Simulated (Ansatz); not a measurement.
Spectroscopic constants of SbO, multiplicity 4 (an upper state: multiplicity 2 came lower at CCSD(T)/def2-TZVPP on PBE0 minima). No spin–orbit coupling.

Constants: fifth-degree fit in 1/R to seven points, most abundant isotopes. Runs in def2 and cc sets follow the lowest solution found near the PBE0 minimum.

Correlated levels freeze the inner cores; with def2 sets outer-core shells near the valence are correlated too.

Run with Ansatz (a quantum-chemistry and plane-wave program). Each number belongs to the level named beside it. In def2 rows elements past Kr take small-core potentials, without spin–orbit coupling.

Problem. What bond length and harmonic frequency does PBE/def2-TZVPP give?

Solution. r_e = 2.069 Å, ω_e = 538 cm⁻¹.

Problem. What bond length and harmonic frequency does PBE0/def2-TZVPP give?

Solution. r_e = 2.034 Å, ω_e = 578 cm⁻¹.

Problem. What bond length and harmonic frequency does CCSD(T)/def2-TZVPP give?

Solution. r_e = 2.038 Å, ω_e = 570 cm⁻¹.
